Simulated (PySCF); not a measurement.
What happened in this job?

A core-ionisation job on CH3BF2O2Si. Computed with delta-SCF UKS SCAN, pcX-2 on the ionised atom, pcseg-1 elsewhere, spin-free X2C in PySCF.

Driver input (Å, PBE0-D3(BJ)/def2-SVP geometry):

```
{"job": {"kind": "xps"}, "charge": 0, "multiplicity": 1}
O      0.2775     0.7934     1.1622
C      1.2291     0.5018     0.4174
O      1.1149    -0.0962    -0.7026
Si    -0.6187    -0.4830    -1.1094
B     -1.2383     0.3594     0.6723
F     -1.6688    -0.5128     1.6154
F     -1.9282     1.5222     0.5916
H      2.2513     0.7716     0.7308
H     -0.7791     0.1904    -2.4295
H     -0.5598    -1.9570    -1.3246
```

Output:

```
ground state, core basis on atom 0 (O), 148 functions
  cycle   1  E = -705.05315938  |g| = 9.86e-01
  cycle   2  E = -704.59648582  |g| = 1.88e+00
  cycle   3  E = -705.20234129  |g| = 2.88e-01
  cycle   4  E = -705.21590544  |g| = 1.25e-01
  cycle   5  E = -705.21870160  |g| = 1.81e-02
  cycle   6  E = -705.21874365  |g| = 1.23e-02
  cycle   7  E = -705.21877124  |g| = 3.67e-03
  cycle   8  E = -705.21877267  |g| = 1.17e-03
  cycle   9  E = -705.21877396  |g| = 1.64e-04
  E(ground) = -705.24780026 Eh
hole in O 1s of atom 0
  cycle   1  E = -684.53819367  |g| = 2.23e+00
  cycle   2  E = -683.31761934  |g| = 2.56e+00
  cycle   3  E = -685.05729670  |g| = 8.32e-01
  cycle   4  E = -685.16244905  |g| = 7.25e-01
  cycle   5  E = -685.35809558  |g| = 1.47e-01
  cycle   6  E = -685.36643031  |g| = 7.10e-02
  cycle   7  E = -685.36807533  |g| = 1.82e-02
  cycle   8  E = -685.36820661  |g| = 5.75e-03
  cycle   9  E = -685.36822282  |g| = 1.61e-03
  cycle  10  E = -685.36822296  |g| = 6.88e-04
  cycle  11  E = -685.36822422  |g| = 3.03e-04
  E(ion) = -685.39921704 Eh   <S^2> = 0.7644   hole on atom = 1.000   binding energy = 540.107 eV
ground state, core basis on atom 1 (C), 148 functions
  cycle   1  E = -705.19418329  |g| = 1.09e-01
  cycle   2  E = -705.18638723  |g| = 2.22e-01
  cycle   3  E = -705.19553914  |g| = 3.51e-02
  cycle   4  E = -705.19567636  |g| = 2.48e-02
  cycle   5  E = -705.19578875  |g| = 2.66e-03
  cycle   6  E = -705.19579180  |g| = 5.34e-04
  cycle   7  E = -705.19579176  |g| = 1.40e-04
  E(ground) = -705.22729857 Eh
hole in C 1s of atom 1
  cycle   1  E = -693.75524317  |g| = 1.50e+00
  cycle   2  E = -691.83639148  |g| = 2.40e+00
  cycle   3  E = -694.09940533  |g| = 6.67e-01
  cycle   4  E = -694.07895609  |g| = 6.62e-01
  cycle   5  E = -694.27613879  |g| = 2.33e-01
  ... (26 cycles left out)
  cycle  32  E = -694.30498542  |g| = 1.98e-03
  cycle  33  E = -694.30498494  |g| = 2.14e-03
  cycle  34  E = -694.30498632  |g| = 1.55e-03
  cycle  35  E = -694.30498757  |g| = 5.14e-04
  cycle  36  E = -694.30498839  |g| = 2.22e-04
  E(ion) = -694.33604970 Eh   <S^2> = 0.9852   hole on atom = 1.000   binding energy = 296.366 eV
ground state, core basis on atom 2 (O), 148 functions
  cycle   1  E = -705.21978883  |g| = 1.10e-01
  cycle   2  E = -705.21590104  |g| = 1.57e-01
  cycle   3  E = -705.21960493  |g| = 6.85e-02
  cycle   4  E = -705.22043664  |g| = 1.77e-02
  cycle   5  E = -705.22049771  |g| = 2.55e-03
  cycle   6  E = -705.22049980  |g| = 6.07e-04
  cycle   7  E = -705.22049931  |g| = 1.16e-04
  E(ground) = -705.24947457 Eh
hole in O 1s of atom 2
  cycle   1  E = -684.53218213  |g| = 2.23e+00
  cycle   2  E = -683.38305924  |g| = 2.58e+00
  cycle   3  E = -685.00770860  |g| = 9.20e-01
  cycle   4  E = -685.16042172  |g| = 7.16e-01
  cycle   5  E = -685.35182077  |g| = 1.57e-01
  cycle   6  E = -685.35844424  |g| = 8.36e-02
  cycle   7  E = -685.36059219  |g| = 1.24e-02
  cycle   8  E = -685.36065385  |g| = 3.67e-03
  cycle   9  E = -685.36066204  |g| = 1.38e-03
  cycle  10  E = -685.36066132  |g| = 8.98e-04
  cycle  11  E = -685.36066227  |g| = 3.62e-04
  E(ion) = -685.38987555 Eh   <S^2> = 0.7638   hole on atom = 1.000   binding energy = 540.407 eV
ground state, core basis on atom 3 (Si), 159 functions
  cycle   1  E = -705.28208511  |g| = 3.04e-01
  cycle   2  E = -705.27425817  |g| = 2.28e-01
  cycle   3  E = -705.27077736  |g| = 2.60e-01
  cycle   4  E = -705.28365629  |g| = 4.66e-02
  cycle   5  E = -705.28405960  |g| = 9.38e-03
  cycle   6  E = -705.28407376  |g| = 1.77e-03
  cycle   7  E = -705.28407302  |g| = 6.11e-04
  cycle   8  E = -705.28407304  |g| = 1.61e-04
  E(ground) = -705.27551560 Eh
hole in Si 1s of atom 3
  cycle   1  E = -636.32335143  |g| = 4.35e+00
  cycle   2  E = -636.16591206  |g| = 2.25e+00
  cycle   3  E = -636.75628644  |g| = 1.07e+00
  cycle   4  E = -637.25804943  |g| = 5.54e-01
  cycle   5  E = -637.31745086  |g| = 3.83e-01
  cycle   6  E = -637.37424644  |g| = 9.38e-02
  cycle   7  E = -637.37706829  |g| = 3.41e-02
  cycle   8  E = -637.37749008  |g| = 1.29e-02
  cycle   9  E = -637.37755798  |g| = 2.87e-03
  cycle  10  E = -637.37756191  |g| = 1.59e-03
  cycle  11  E = -637.37756142  |g| = 2.35e-04
  E(ion) = -637.37575595 Eh   <S^2> = 0.7523   hole on atom = 1.000   binding energy = 1847.647 eV
hole in Si 2p of atom 3
  cycle   1  E = -700.97944573  |g| = 1.23e+00
  cycle   2  E = -700.71319061  |g| = 1.21e+00
  cycle   3  E = -701.19526662  |g| = 4.59e-01
  cycle   4  E = -701.28500843  |g| = 1.84e-01
  cycle   5  E = -701.29033176  |g| = 1.35e-01
  cycle   6  E = -701.29720573  |g| = 3.78e-02
  cycle   7  E = -701.29775674  |g| = 1.12e-02
  cycle   8  E = -701.29780403  |g| = 3.34e-03
  cycle   9  E = -701.29780906  |g| = 1.26e-03
  cycle  10  E = -701.29780880  |g| = 2.73e-04
  E(ion) = -701.29872430 Eh   <S^2> = 0.7521   hole on atom = 1.002   binding energy = 108.214 eV
  2p3/2 = 107.894 eV   2p1/2 = 108.532 eV
ground state, core basis on atom 4 (B), 148 functions
  cycle   1  E = -705.19073231  |g| = 6.13e-02
  cycle   2  E = -705.19039163  |g| = 6.35e-02
  cycle   3  E = -705.19108736  |g| = 2.24e-02
  cycle   4  E = -705.19112623  |g| = 1.51e-02
  cycle   5  E = -705.19117004  |g| = 3.83e-03
  cycle   6  E = -705.19117142  |g| = 4.29e-04
  E(ground) = -705.22472087 Eh
hole in B 1s of atom 4
  cycle   1  E = -697.49337081  |g| = 1.18e+00
  cycle   2  E = -696.62428809  |g| = 1.78e+00
  cycle   3  E = -697.83461026  |g| = 3.79e-01
  cycle   4  E = -697.87275575  |g| = 2.36e-01
  cycle   5  E = -697.88874212  |g| = 9.44e-02
  cycle   6  E = -697.89170203  |g| = 3.71e-02
  cycle   7  E = -697.89225515  |g| = 1.03e-02
  cycle   8  E = -697.89228695  |g| = 5.26e-03
  cycle   9  E = -697.89229879  |g| = 1.77e-03
  cycle  10  E = -697.89230096  |g| = 7.61e-04
  cycle  11  E = -697.89230111  |g| = 2.10e-04
  E(ion) = -697.92873433 Eh   <S^2> = 0.7682   hole on atom = 1.000   binding energy = 198.534 eV
ground state, core basis on atom 5 (F), 148 functions
  cycle   1  E = -705.23226258  |g| = 1.24e-01
  cycle   2  E = -705.23147490  |g| = 9.33e-02
  cycle   3  E = -705.23203510  |g| = 6.60e-02
  cycle   4  E = -705.23259848  |g| = 6.08e-03
  cycle   5  E = -705.23260301  |g| = 1.57e-03
  cycle   6  E = -705.23260459  |g| = 5.98e-04
  cycle   7  E = -705.23260448  |g| = 8.88e-05
  E(ground) = -705.26698683 Eh
hole in F 1s of atom 5
  cycle   1  E = -678.90668356  |g| = 2.58e+00
  cycle   2  E = -678.88142859  |g| = 2.10e+00
  cycle   3  E = -679.74414483  |g| = 3.90e-01
  cycle   4  E = -679.73332527  |g| = 4.07e-01
  cycle   5  E = -679.78932850  |g| = 8.09e-02
  cycle   6  E = -679.79115721  |g| = 4.46e-02
  cycle   7  E = -679.79185455  |g| = 9.52e-03
  cycle   8  E = -679.79189655  |g| = 2.22e-03
  cycle   9  E = -679.79189917  |g| = 7.32e-04
  cycle  10  E = -679.79189941  |g| = 2.81e-04
  E(ion) = -679.83375890 Eh   <S^2> = 0.7563   hole on atom = 1.000   binding energy = 692.073 eV
```

The program numbers atoms from 0. E(ground) and E(ion) are re-evaluated on a finer grid than the cycles, so they differ from the last cycles; that is no fault. The 2p3/2 and 2p1/2 values come from a spin–orbit splitting computed afterwards; their 2:1 mean is the average over the three 2p orbitals and can differ from the one hole solved. For Si2p on atom 3 the hole solved lies over 0.1 eV from the shell's mean, so the printed split holds more than spin–orbit coupling.

Q: Do all binding energies of this run deserve the same trust?

A: No. Every hole passed the driver's convergence checks (|g| < 5e-4, core orbital emptied to over 0.9), but ⟨S²⟩ is 0.985 for C1s on atom 1, against 0.75 for a pure doublet, so the unrestricted ion state holds higher spin components.

Q: How can it be mended?

A: Recompute such holes with a restricted open-shell or spin-projected scheme and compare; until then these binding energies are doubtful.

Hardware: one thread, Arm Neoverse V2 (aarch64), shared host with 96 logical CPUs at a one-minute load of 58. Cost: 47 s of wall time, 0.56 GiB resident at most.
